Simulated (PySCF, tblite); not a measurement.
Isomers of C5H8ClFO2. Computed with GFN2-xTB (tblite): harmonic, unscaled wavenumbers at the GFN2-xTB geometry, gas phase. The method is semi-empirical: single wavenumbers can be off by several per cent or more. One conformer each.

Electronic energies: PBE0/pcSseg-1 single points on the GFN2-xTB geometries (PySCF, gas phase).

```json
{"SMILES": "C=C(OCOC)[C@H](F)Cl", "electronic energy, lowest = 0 (kJ/mol)": "101.1"}
{"SMILES": "COC[C@](C)(F)C(=O)Cl", "electronic energy, lowest = 0 (kJ/mol)": "0.0"}
{"SMILES": "CO[C@@H](C)[C@H](F)C(=O)Cl", "electronic energy, lowest = 0 (kJ/mol)": "4.6"}
```

Problem. How do GFN2-xTB zero-point energies change the relative energies?

Solution. 
| SMILES | ZPE (kJ/mol) | of it from modes above 1550 cm⁻¹ | electronic (kJ/mol) | with ZPE, lowest = 0 (kJ/mol) | lowest mode (cm⁻¹) | rings |
| --- | --- | --- | --- | --- | --- | --- |
| COC[C@](C)(F)C(=O)Cl | 327.1 | 153.0 | 0.0 | 0.0 | 31 | 0 |
| CO[C@@H](C)[C@H](F)C(=O)Cl | 328.8 | 153.4 | 4.6 | 6.3 | 37 | 0 |
| C=C(OCOC)[C@H](F)Cl | 326.3 | 153.1 | 101.1 | 100.3 | 23 | 0 |

The zero-point energies span 2.5 kJ/mol, from `C=C(OCOC)[C@H](F)Cl` to `CO[C@@H](C)[C@H](F)C(=O)Cl`. The order is unchanged.

Problem. And how do the electronic energies of GFN2-xTB itself compare?

Solution. `COC[C@](C)(F)C(=O)Cl` 0.9; `CO[C@@H](C)[C@H](F)C(=O)Cl` 0.0; `C=C(OCOC)[C@H](F)Cl` 64.8 kJ/mol, lowest = 0. Against the energies above, taken from the same isomer `COC[C@](C)(F)C(=O)Cl`, the largest difference is 37.2 kJ/mol.
